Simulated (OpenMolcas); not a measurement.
Ne⁴⁺: effect of the active space

```
Program             : OpenMolcas 26.06
Method              : SS-CASPT2 or its RAS form, IPEA 0.25 Eh, imaginary shift 0.1 Eh
Basis               : ANO-RCC-VQZP
Scalar Hamiltonian  : DKH2, point nucleus
Spin-orbit coupling : RASSI with atomic mean-field integrals over the reference wave functions, term energies averaged over their components
```

A. 2 electrons in 3 orbitals (2p); 2S+1 = 3 even, 3 roots; 2S+1 = 1 even, 6 roots; closed shells correlated: 1s 2s; CASPT2 step roughly 1 core-seconds
B. 4 electrons in 4 orbitals (2s 2p); 2S+1 = 3 even, 3 roots; 2S+1 = 1 even, 6 roots; 2S+1 = 5 odd, 1 root; 2S+1 = 3 odd, 9 roots; 2S+1 = 1 odd, 8 roots; closed shells correlated: 1s; CASPT2 step about 3 core-seconds
C. 4 electrons in 8 orbitals (2s 2p 3s 3p); 2S+1 = 3 even, 3 roots; 2S+1 = 1 even, 6 roots; 2S+1 = 5 odd, 1 root; 2S+1 = 3 odd, 9 roots; 2S+1 = 1 odd, 8 roots; closed shells correlated: 1s; CASPT2 step roughly 10 core-seconds
D. 2 electrons in 9 orbitals (RAS2 2p; RAS3 3s 3d, at most 1 electron); 2S+1 = 3 even, 3 roots; 2S+1 = 1 even, 6 roots; closed shells correlated: 1s 2s; CASPT2 step of the order of 3 core-seconds
E. 4 electrons in 9 orbitals (RAS2 2s 2p; RAS3 3d, at most 2 electrons); 2S+1 = 3 even, 3 roots; 2S+1 = 1 even, 6 roots; 2S+1 = 5 odd, 1 root; 2S+1 = 3 odd, 9 roots; 2S+1 = 1 odd, 8 roots; closed shells correlated: 1s; CASPT2 step of the order of 18 core-seconds

Energies in eV above 2s2 2p2 3P0, the measured ground level; measured values from NIST levels in Podobedova, Fuhr, Reader and Wiese, J. Phys. Chem. Ref. Data 33, 525 (2004).

```tsv
Level	A	B	C	D	E	Measured
2s2 2p2 3P0	0.0000	0.0000	0.0000	0.0000	0.0000	0.0000
2s2 2p2 3P1	0.0501	0.0485	0.0488	0.0500	0.0483	0.0511
2s2 2p2 3P2	0.1449	0.1400	0.1407	0.1448	0.1394	0.1376
2s2 2p2 1D2	3.797	3.774	3.797	3.809	3.808	3.7557
2s2 2p2 1S0	8.483	7.879	7.915	8.804	7.987	7.9243
```

Deviations, from unrounded energies. A percentage is the sum of absolute deviations over the sum of measured energies, with the sign that they share, or ± where signs differ.

| Against measurement | Levels | A | B | C | D | E |
| --- | --- | --- | --- | --- | --- | --- |
| mean absolute deviation (cm-1) | 4 | 1200 | 140 | 110 | 1900 | 240 |
| fine structure of the ground term (%) | 2 | ±4.4 | ±2.6 | ±2.9 | ±4.4 | ±2.4 |
| other terms of the ground configuration (%) | 2 | +5.1 | ±0.5 | ±0.4 | +8.0 | +1.0 |

C lies closest to measurement on these levels and D furthest from it. The largest miss of C in the table is 2s2 2p2 1D2, by +330 cm-1. The ranking rests on the paired levels alone, and a cruder setting can come out closer through cancelling errors.

Among A to E the level of the table that moves most is 2s2 2p2 1S0, by 7500 cm-1 (lowest in B, highest in D). Moves below CASPT2's spread within the term are not significant.

CASPT2 does not keep the components of a term degenerate, so their means are used; among the terms shown or strongly mixed into the levels shown the widest spread is 70 cm-1 (2s2 2p2 1D, D). With the s shell closed, the reference lacks s² → p² mixing (holds for A; D). Active for correlation alone: 3p 3s; no level in the range computed is led by a configuration that fills them, so any true level of that kind is missing (holds for C). Active for correlation alone: 3d; no level in the range computed is led by a configuration that fills it, so any true level of that kind is missing (holds for E). Measured partners are found by configuration, term and J. A level has none where our copy of the source lacks it or the pairing is in doubt (some pairs that miss far off the trend of their configuration count as doubtful), and it then counts in no deviation. Only configurations of the active space appear. The table leaves out levels that lie high or whose names do not pair safely across all columns.
